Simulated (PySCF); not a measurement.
Relaxation of singlet SeO2Br2

Level of theory: B3LYP in PySCF with Se def2-SVP, O def2-SVP, Br def2-SVP; no relativity; density-fitted integrals. A (50,194) grid was used.

A hand-made tetrahedral start, of C2v symmetry, held to at least that symmetry:

```xyz
5
charge 0 multiplicity 1, angstrom
Se    0.0000    0.0000   -0.6647
O     0.0000    1.3391   -1.6115
O     0.0000   -1.3391   -1.6115
Br    1.8780    0.0000    0.6631
Br   -1.8780    0.0000    0.6631
```

(1) What forces act on the atoms at the start (eV/Å)?

(2) What does it relax to?

(3) How much energy is released, and in how many steps?

## Answers

(1) 
```tsv
atom	Fx	Fy	Fz
Se1	0.00	0.00	-4.65
O2	0.00	-0.51	1.50
O3	0.00	0.51	1.50
Br4	0.62	0.00	0.82
Br5	-0.62	0.00	0.82
```

(2) It ends at C2v with Se–Br 2.389 Å (×2), Se–O 1.603 Å (×2); Br–Se–Br 100.5°, Br–Se–O 108.1° (×4), O–Se–O 122.0° (after a last refinement on a finer grid). A frequency run shows a minimum.

(3) 34.1 kJ/mol in 5 steps.
